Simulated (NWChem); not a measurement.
# Si2H5O2Cl; SMILES [Si@@H]([SiH2]O)(Cl)O

```xyz
10

O      0.9109    -2.4699    -0.1690
Si    -0.4634    -1.6780     0.3561
Si    -0.4063     0.5580    -0.3577
O     -1.5674     1.3952     0.4851
Cl     1.5251     1.2868     0.0791
H      1.7544    -2.0474     0.0496
H     -0.6098    -1.6841     1.8404
H     -1.6052    -2.4032    -0.2544
H     -0.5410     0.7910    -1.8221
H     -1.7090     2.3245     0.2500
```
Atoms are numbered in this order, from 1.

All runs use the structure optimised with B3LYP/6-31G* (spherical d).

**Question.** Give the principal values of the shielding tensors (ppm) of O1, Si2, Si3, O4, Cl5 from B3LYP/6-31G* (spherical d), GIAO (NWChem), with their diamagnetic and paramagnetic parts as GIAO splits them.

**Answer.** 
```json
[
 {"atom": "O1", "σ11": "296.5", "σ22": "325.5", "σ33": "377.9", "isotropic": "333.3", "diamagnetic": "390.9", "paramagnetic": "-57.6"},
 {"atom": "Si2", "σ11": "380.2", "σ22": "383.0", "σ33": "494.1", "isotropic": "419.1", "diamagnetic": "881.0", "paramagnetic": "-461.9"},
 {"atom": "Si3", "σ11": "358.1", "σ22": "378.6", "σ33": "421.9", "isotropic": "386.2", "diamagnetic": "880.7", "paramagnetic": "-494.5"},
 {"atom": "O4", "σ11": "240.5", "σ22": "269.5", "σ33": "316.2", "isotropic": "275.4", "diamagnetic": "392.4", "paramagnetic": "-117.0"},
 {"atom": "Cl5", "σ11": "713.0", "σ22": "972.4", "σ33": "1014.2", "isotropic": "899.9", "diamagnetic": "1148.0", "paramagnetic": "-248.2"}
]
```
